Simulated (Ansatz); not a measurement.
Input file for Ansatz (an electronic-structure program): U-B3LYP/def2-TZVPP on GeH3I (SMILES [GeH3][I]), a point of a bond scan (R = 1.380 Å). Elements past Kr take the def2 small-core potentials; no spin–orbit coupling.

Ansatz 0.2 input:
```yaml
crystal:
  periodic: [false, false, false]
  atoms:
    - {symbol: Ge, position_ang: [-1.51348008, -0.02835708, -0.00004782]}
    - {symbol: I, position_ang: [1.02558411, 0.01921569, 0.00003240]}
    - {symbol: H, position_ang: [-1.90796015, -1.14328667, -0.71077354]}
    - {symbol: H, position_ang: [-1.97362434, -0.10568289, 1.46032032]}
    - {symbol: H, position_ang: [-1.99917948, 1.26184539, -0.67076445]}
basis:
  gaussian:
    orbitals: def2-TZVPP
hamiltonian:
  xc: {name: B3LYP}
magnetization: {spin_polarized: true, initial_magnetization: 0}
```

Program output:

```
WARN ansatz: RAYON_NUM_THREADS=1 ignored (pool sized by the plan → 1); use --threads N
Functional definition: B3LYP
integrals: 0.06 GiB planned
977 factors; their error is unknown
mean field: 0.76 GiB planned
mean field evaluation 1: about -64671.8774 eV, gradient 1.4e1 eV
mean field evaluation 2: about -64672.0770 eV, gradient 1.4e1 eV
mean field evaluation 4: about -64672.3301 eV, gradient 5.3e-1 eV
mean field evaluation 8: about -64672.7664 eV, gradient 4.0e-1 eV
mean field evaluation 16: about -64672.7666 eV, gradient 1.4e-5 eV
mean field -64672.76663654 eV, -2376.6803371173 hartree, gradient 1.4e-5 eV, S^2 0.000000; 0 other end points of the search recorded, 0 dependent functions left out
reference -64672.76686375 eV, -2376.6803454669 hartree; 30, 30 occupied and 110, 110 virtual orbitals, 977 factors
Total energy: -64672.76686375 eV, -2376.6803454669 hartree
```

The calculation finished and met its thresholds.

Cost: very roughly 4 core-seconds.
